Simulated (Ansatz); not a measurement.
# Isomers

Structures of AlBSiH5O (charge +1), singlet, relaxed at PBE0-D4/def2-TZVP (vibrations not checked; lower isomers may exist, and structures with a doubtful reference or unclear bonds are left out). Computed with Ansatz 0.2.0 (basis: def2-TZVPP); correlated methods freeze the cores. B3LYP uses VWN-RPA correlation.

Problem. Rank them by CCSD(T) energy, lowest first, and give each one's height above the lowest. Links in brackets join atoms within 1.22 times the sum of their covalent radii (1.1 for two metals). (An estimate is asked for; the value comes from the calculation.)
A.
AlBSiH₅O ([BH][O][AlH][SiH3]), total charge +1
```
9
angstrom
B 0.2223 2.1812 -0.5250
O 0.6112 1.0380 -0.3892
Al 1.2587 -0.7186 -0.1919
Si -0.5077 -2.1820 0.6400
H 0.0567 -3.5358 0.8397
H -0.1569 3.2836 -0.6545
H 2.7512 -0.6024 -0.6511
H -0.9902 -1.5860 1.9111
H -1.5832 -2.1724 -0.3834
```
B.
AlBSiH₅O ([BH]1[OH][AlH][SiH2]1), total charge +1
```
9
angstrom
Si 0.8245 1.1960 -0.2794
Al -1.3371 0.2583 -0.8526
B 0.7055 -0.5840 0.7144
O -0.5710 -1.0877 0.3502
H -2.7593 -0.1912 -1.3306
H 0.8049 2.3902 0.5945
H 1.8304 1.2318 -1.3643
H 1.3609 -1.2476 1.4482
H -0.8690 -1.9420 0.7030
```
C.
AlBSiH₅O ([BH2][O]1[AlH][SiH2]1), total charge +1
```
9
angstrom
B -0.4739 1.4975 -0.1901
O 0.1152 0.2310 -0.0811
Al 1.6493 -0.8107 -0.2819
Si -0.4792 -1.4199 0.4363
H -1.6210 1.5807 0.1096
H 0.2285 2.3748 -0.5731
H 3.0367 -0.2996 -0.7735
H -0.9042 -1.3267 1.8471
H -1.5514 -1.8271 -0.4932
```
D.
AlBSiH₅O ([BH2][SiH][O][AlH2]), total charge +1
```
9
angstrom
B -0.0890 0.9784 -2.0893
Si 0.8109 0.5952 -0.3341
O 0.1046 -0.3035 0.7222
Al -0.6019 -1.3032 2.0005
H 0.1031 0.2423 -3.0035
H -0.7940 1.9324 -2.1741
H 2.1406 1.1188 0.0499
H -0.2080 -2.8064 1.8424
H -1.4664 -0.4540 2.9860
```

Solution. Computed: A (0.0 kJ/mol), C (50.4 kJ/mol), B (65.8 kJ/mol), D (95.6 kJ/mol). Heights count from the lowest.

Problem. Do PBE-D4, r2SCAN-D4, PBE0-D4, B3LYP-D4, wB97M-V, HF, MP2 give the same order? (A judgement: the text doesn't fix the answer.)

Solution. The calculation gives: Lowest first: PBE-D4 A < B < C < D; HF A < C < D < B. The others agree with CCSD(T).

No T1 diagnostic of these runs exceeds 0.016.

For scale, one of the runs: CCSD(T)/def2-TZVPP, 216 basis functions, launched by `ansatz run in.yaml --threads 2 --pin off --events-out ev --progress --plain --max-ram 4352MiB`. Time: 59 s of wall clock on 2 CPU threads of an Arm Neoverse V2; the host was shared. Peak host memory: 2.9 GiB.
